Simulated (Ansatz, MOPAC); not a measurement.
Complex: CHN (SMILES C#N) (first 3 atoms) with H2 (SMILES [H][H]); geometry from B3LYP-D3(BJ)/def2-TZVP.
(charge 0, multiplicity 1):
```xyz
5

C      0.17011     0.56812    -0.69666
N      0.09935     0.34566     0.42525
H      0.23596     0.77511    -1.74112
H     -0.06106    -0.16041     3.18657
H     -0.10265    -0.29176     3.91877
```

Monomers are frozen at their geometry in the pair; levels with a basis set take the counterpoise correction.

The state reached by PM6 isn't checked.

Programs: Ansatz (Gaussian basis) for Hartree–Fock, density functionals and correlated methods; MOPAC for PM6 (differences of heats of formation). 

### Question
One of these levels gives -45.4 meV for the interaction energy. Which one is it?
(A) SVWN5/def2-TZVPPD
(B) PM6
(C) B97M-V/def2-TZVPPD

### Answer
A, SVWN5/def2-TZVPPD. The others give -2.8 (PM6), -22.4 (B97M-V/def2-TZVPPD)

Ansatz is an electronic-structure program.
